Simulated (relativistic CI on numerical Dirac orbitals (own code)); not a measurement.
## Spin-allowed bands of a d3 ion in a tetrahedral site, by hand

Problem. Take Δ = 8980 cm⁻¹ and B = 660 cm⁻¹ for a d3 ion in a tetrahedral site. Calculate the three spin-allowed bands.

Working.
1. The terms of highest spin are 4F (energy 0) and 4P (15B = 9900 cm⁻¹). Here the F term splits into A2 at +1.2Δ = 10776, T2 at +0.2Δ = 1796 and T1 at −0.6Δ = -5388 cm⁻¹.
2. The two T1 states mix through the element 0.4Δ: H = [[-5388, 3592], [3592, 9900]], with roots ½(H₁₁ + H₂₂) ∓ ½√[(H₂₂ − H₁₁)² + 4H₁₂²] = ½(4512) ∓ ½(16892) = -6190 and 10702 cm⁻¹.
3. The ground term is 4T1 at -6190 cm⁻¹.
4. Bands: 4T2 7986 cm⁻¹ (1252 nm), 4T1(P) 16892 cm⁻¹ (592 nm), 4A2 16966 cm⁻¹ (589 nm).

Check. Exact diagonalisation of the whole d3 shell with these parameters gives 4T2 7986, 4T1 16892, 4A2 16966 cm⁻¹. The match is exact, since without spin-orbit coupling no other term has this spin. The ratio of the second band to the first, 2.115, depends on Δ/B = 13.6 alone, which is how a Tanabe-Sugano diagram is read.
